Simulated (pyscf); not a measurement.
`[OH][Si]([OH])[OH]` [doublet] -> `[O][SiH]([OH])[OH]` [doublet] (hydrogen shift; doublet surface; H–O broken, H–Si formed). PySCF, gas phase, ωB97X-D3(BJ)/def2-SVP geometries. MP2 and CC: frozen core, UHF for open shells. ΔMP2 is the change of the MP2 total energy from the triple- to the quadruple-zeta basis. Energies in kcal/mol from the reactant's lowest minimum found.

| level | barrier | reaction energy |
|---|---|---|
| ωB97X-D3(BJ)/def2-TZVP | 38.9 | +22.0 |
| PBE0-D3(BJ)/def2-TZVP | 38.0 | +25.2 |
| M06-2X/def2-TZVP | (withheld) | +26.3 |
| ωB97M-D3(BJ)/def2-TZVP | 38.2 | +22.1 |
| MP2/def2-QZVPP | 46.0 | +33.1 |
| CCSD(T)/def2-TZVPP | 40.1 | +24.5 |
| CCSD(T)/def2-TZVPP + ΔMP2(QZVPP) | (withheld) | (withheld) |

Question: Fill in the missing entries.

Answer: 
- M06-2X/def2-TZVP, barrier: 42.6
- CCSD(T)/def2-TZVPP + ΔMP2(QZVPP), barrier: 40.5
- CCSD(T)/def2-TZVPP + ΔMP2(QZVPP), reaction energy: +25.8

Of the functionals in the table, ωB97X-D3(BJ) is closest to CCSD(T)/def2-TZVPP + ΔMP2(QZVPP) in the barrier (1.6 kcal/mol apart) and PBE0-D3(BJ) least close (2.5 kcal/mol); that level has limits of its own. One saddle was located; it need not be the lowest between these sides. The CCSD(T) − MP2 part came from Ansatz, without density fitting, on the same reference.
